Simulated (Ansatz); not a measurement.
```xyz
19

C    -1.819   -2.151    1.079
O    -0.862   -1.296    1.656
Si   -0.442    0.144    1.005
C     0.790    0.935    2.129
O     0.207   -0.129   -0.481
Si    0.747    0.623   -1.805
O    -0.409    0.980   -2.897
O     1.805   -0.355   -2.575
O     1.382    2.032   -1.281
H    -2.747   -1.617    0.840
H    -1.437   -2.611    0.162
H    -2.052   -2.942    1.795
H    -1.667    0.968    0.810
H     1.155    1.864    1.684
H     1.643    0.272    2.291
H     0.344    1.163    3.099
H    -0.617    0.299   -3.538
H     2.400   -0.869   -2.027
H     1.579    2.691   -1.948
```

Total charge 0; spin multiplicity 1.

Question: List the PBE0/def2-TZVPP orbital energies in eV (Ansatz 0.2.0). (Estimate.)

Answer: The calculation gave: Occupied: -1803.89, -1803.02, -522.70, -522.68, -522.67, -522.51, -522.46, -279.31, -277.51, -145.94, -145.19, -100.63, -100.63, -100.62, -99.90, -99.87, -99.82, -28.98, -28.37, -27.99, -27.91, -27.51, -19.71, -18.97, -16.58, -15.12, -14.85, -14.63, -13.65, -12.79, -12.60, -11.87, -11.39, -11.33, -10.93, -10.82, -10.68, -10.42, -10.09, -9.82, -9.49, -9.08, -8.94, -8.49, -8.13. Lowest empty: 0.45, 1.39, 1.52, 1.70, 1.86, 2.11, 2.43, 2.98.
